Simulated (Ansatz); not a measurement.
Ansatz (a quantum-chemistry and plane-wave program) job for Te(NH2)(OSiH3) (H5NOSiTe), SMILES N[Te]O[SiH3], PBE-D3(BJ)/def2-SVP. 

Ansatz 0.2 input:
```yaml
crystal:
  periodic: [false, false, false]
  atoms:
    - {symbol: Te, position_ang: [-0.60120044, 0.04672826, 0.58691800]}
    - {symbol: N, position_ang: [-0.65959097, 1.97293483, 0.00107330]}
    - {symbol: H, position_ang: [0.02584194, 2.58043347, 0.44666729]}
    - {symbol: H, position_ang: [-0.68090800, 2.12155840, -1.00610989]}
    - {symbol: O, position_ang: [1.22888468, -0.55567178, -0.05859862]}
    - {symbol: Si, position_ang: [1.55052026, -0.94997456, -1.64886206]}
    - {symbol: H, position_ang: [0.76735360, -2.13999257, -2.10000811]}
    - {symbol: H, position_ang: [3.00649748, -1.24625649, -1.75067578]}
    - {symbol: H, position_ang: [1.22241355, 0.18886207, -2.56426487]}
basis:
  gaussian:
    orbitals: def2-SVP
hamiltonian:
  xc: pbe
  dispersion: d3bj
relax: {f_tol: 0.002, max_steps: 200}
```

Program output:

```
WARN ansatz: RAYON_NUM_THREADS=1 ignored (pool sized by the plan → 1); use --threads N
Functional definition: PBE
integrals: 0.04 GiB planned
1121 factors; their error is unknown
mean field: 0.25 GiB planned
mean field evaluation 1: about -18762.8945 eV, gradient 8.0e1 eV
mean field evaluation 2: about -18682.2666 eV, gradient 1.8e2 eV
mean field evaluation 4: about -18775.6352 eV, gradient 6.3e0 eV
mean field evaluation 8: about -18775.7806 eV, gradient 3.0e-1 eV
mean field evaluation 16: about -18775.7288 eV, gradient 8.4e-5 eV
mean field -18775.72882537 eV, -689.9953076863 hartree, gradient 3.7e-5 eV, S^2 0.000000; 0 other end points of the search recorded, 0 dependent functions left out
the calculation of the forces begins
reference -18775.72886272 eV, -689.9953090589 hartree; 29, 29 occupied and 68, 68 virtual orbitals, 1121 factors
relax step   1: F+E_penalty+E_count = -18775.93088279 eV  Δ(F+E_penalty+E_count) = +0.000e0 eV  max|allowed force component| = 3.943e-1 eV/Å  Δτ_max = 0.0000 Å  (27 SCF iters, accepted)
these checks for a lower state are left out or cut short: starts, cluster_reference, orbital_swaps, neighbouring_geometries, increment
integrals: 0.04 GiB planned
1121 factors; their error is unknown
mean field: 0.24 GiB planned
mean field -18775.74670120 eV, -689.9959646110 hartree, gradient 2.5e-5 eV, S^2 0.000000; 0 other end points of the search recorded, 0 dependent functions left out
the calculation of the forces begins
reference -18775.74673863 eV, -689.9959659864 hartree; 29, 29 occupied and 68, 68 virtual orbitals, 1121 factors
relax step   2: F+E_penalty+E_count = -18775.94773707 eV  Δ(F+E_penalty+E_count) = -1.685e-2 eV  max|allowed force component| = 2.579e-1 eV/Å  Δτ_max = 0.0348 Å  (29 SCF iters, accepted)
these checks for a lower state are left out or cut short: starts, cluster_reference, orbital_swaps, neighbouring_geometries, increment
integrals: 0.04 GiB planned
1121 factors; their error is unknown
mean field: 0.24 GiB planned
mean field evaluation 32: about -18775.7497 eV, gradient 2.3e-5 eV
mean field -18775.74967839 eV, -689.9960740206 hartree, gradient 2.3e-5 eV, S^2 0.000000; 0 other end points of the search recorded, 0 dependent functions left out
the calculation of the forces begins
reference -18775.74971578 eV, -689.9960753946 hartree; 29, 29 occupied and 68, 68 virtual orbitals, 1121 factors
relax step   3: F+E_penalty+E_count = -18775.95113889 eV  Δ(F+E_penalty+E_count) = -3.402e-3 eV  max|allowed force component| = 7.996e-2 eV/Å  Δτ_max = 0.0350 Å  (30 SCF iters, accepted)
these checks for a lower state are left out or cut short: starts, cluster_reference, orbital_swaps, neighbouring_geometries, increment
integrals: 0.04 GiB planned
1121 factors; their error is unknown
mean field: 0.24 GiB planned
mean field -18775.74874111 eV, -689.9960395762 hartree, gradient 2.4e-5 eV, S^2 0.000000; 0 other end points of the search recorded, 0 dependent functions left out
the calculation of the forces begins
reference -18775.74877842 eV, -689.9960409471 hartree; 29, 29 occupied and 68, 68 virtual orbitals, 1121 factors
relax step   4: F+E_penalty+E_count = -18775.95096512 eV  Δ(F+E_penalty+E_count) = +1.738e-4 eV  max|allowed force component| = 7.060e-2 eV/Å  Δτ_max = 0.0445 Å  (29 SCF iters, rejected (line search))
these checks for a lower state are left out or cut short: starts, cluster_reference, orbital_swaps, neighbouring_geometries, increment
integrals: 0.04 GiB planned
1121 factors; their error is unknown
mean field: 0.24 GiB planned
mean field -18775.74993192 eV, -689.9960833377 hartree, gradient 2.4e-5 eV, S^2 0.000000; 0 other end points of the search recorded, 0 dependent functions left out
the calculation of the forces begins
reference -18775.74996922 eV, -689.9960847085 hartree; 29, 29 occupied and 68, 68 virtual orbitals, 1121 factors
relax step   5: F+E_penalty+E_count = -18775.95226469 eV  Δ(F+E_penalty+E_count) = -1.126e-3 eV  max|allowed force component| = 3.139e-2 eV/Å  Δτ_max = 0.0187 Å  (30 SCF iters, accepted)
these checks for a lower state are left out or cut short: starts, cluster_reference, orbital_swaps, neighbouring_geometries, increment
integrals: 0.04 GiB planned
1121 factors; their error is unknown
mean field: 0.24 GiB planned
mean field -18775.75000446 eV, -689.9960860033 hartree, gradient 2.4e-5 eV, S^2 0.000000; 0 other end points of the search recorded, 0 dependent functions left out
the calculation of the forces begins
reference -18775.75004177 eV, -689.9960873744 hartree; 29, 29 occupied and 68, 68 virtual orbitals, 1121 factors
relax step   6: F+E_penalty+E_count = -18775.95241401 eV  Δ(F+E_penalty+E_count) = -1.493e-4 eV  max|allowed force component| = 9.346e-3 eV/Å  Δτ_max = 0.0111 Å  (31 SCF iters, accepted)
these checks for a lower state are left out or cut short: starts, cluster_reference, orbital_swaps, neighbouring_geometries, increment
integrals: 0.04 GiB planned
1121 factors; their error is unknown
mean field: 0.24 GiB planned
mean field -18775.74982869 eV, -689.9960795439 hartree, gradient 2.5e-5 eV, S^2 0.000000; 0 other end points of the search recorded, 0 dependent functions left out
the calculation of the forces begins
reference -18775.74986596 eV, -689.9960809137 hartree; 29, 29 occupied and 68, 68 virtual orbitals, 1121 factors
relax step   7: F+E_penalty+E_count = -18775.95243509 eV  Δ(F+E_penalty+E_count) = -2.108e-5 eV  max|allowed force component| = 3.851e-3 eV/Å  Δτ_max = 0.0068 Å  (24 SCF iters, accepted)
these checks for a lower state are left out or cut short: starts, cluster_reference, orbital_swaps, neighbouring_geometries, increment
integrals: 0.04 GiB planned
1121 factors; their error is unknown
mean field: 0.24 GiB planned
mean field evaluation 64: about -18775.7498 eV, gradient 2.3e-5 eV
mean field -18775.74982267 eV, -689.9960793226 hartree, gradient 2.3e-5 eV, S^2 0.000000; 0 other end points of the search recorded, 0 dependent functions left out
the calculation of the forces begins
reference -18775.74985994 eV, -689.9960806925 hartree; 29, 29 occupied and 68, 68 virtual orbitals, 1121 factors
relax step   8: F+E_penalty+E_count = -18775.95243688 eV  Δ(F+E_penalty+E_count) = -1.795e-6 eV  max|allowed force component| = 2.171e-3 eV/Å  Δτ_max = 0.0014 Å  (23 SCF iters, accepted)
these checks for a lower state are left out or cut short: starts, cluster_reference, orbital_swaps, neighbouring_geometries, increment
integrals: 0.04 GiB planned
1121 factors; their error is unknown
mean field: 0.24 GiB planned
mean field -18775.74981990 eV, -689.9960792211 hartree, gradient 5.9e-5 eV, S^2 0.000000; 0 other end points of the search recorded, 0 dependent functions left out
the calculation of the forces begins
reference -18775.74985718 eV, -689.9960805909 hartree; 29, 29 occupied and 68, 68 virtual orbitals, 1121 factors
relax step   9: F+E_penalty+E_count = -18775.95243731 eV  Δ(F+E_penalty+E_count) = -4.242e-7 eV  max|allowed force component| = 8.039e-4 eV/Å  Δτ_max = 0.0003 Å  (19 SCF iters, accepted)
integrals: 0.04 GiB planned
1121 factors; their error is unknown
mean field: 0.24 GiB planned
mean field -18775.74981990 eV, -689.9960792211 hartree, gradient 5.9e-5 eV, S^2 0.000000; 1 other end points of the search recorded, 0 dependent functions left out
the calculation of the forces begins
reference -18775.74985718 eV, -689.9960805909 hartree; 29, 29 occupied and 68, 68 virtual orbitals, 1121 factors
Total energy: -18775.95247458 eV, -690.0035266433 hartree
Atom 0 at    -0.594550     0.032630     0.552605 Å, force    -0.000731     0.000210     0.000186 eV/Å
Atom 1 at    -0.677080     1.973611    -0.013608 Å, force     0.000419     0.000639    -0.000332 eV/Å
Atom 2 at    -0.011622     2.588537     0.468546 Å, force    -0.000192    -0.000352     0.000197 eV/Å
Atom 3 at    -0.648335     2.127781    -1.027806 Å, force    -0.000149    -0.000396     0.000157 eV/Å
Atom 4 at     1.289179    -0.562948    -0.018001 Å, force     0.000804    -0.000186    -0.000567 eV/Å
Atom 5 at     1.547383    -0.950055    -1.640412 Å, force     0.000077    -0.000056     0.000113 eV/Å
Atom 6 at     0.733389    -2.138078    -2.086831 Å, force     0.000040     0.000074     0.000043 eV/Å
Atom 7 at     3.010956    -1.263223    -1.779905 Å, force    -0.000209     0.000066     0.000126 eV/Å
Atom 8 at     1.210493     0.210367    -2.548449 Å, force    -0.000061     0.000001     0.000076 eV/Å
Dipole moment:    -0.174039     0.281852    -0.078289 e Å
```

The run converged.

Cost: roughly 40 core-seconds.
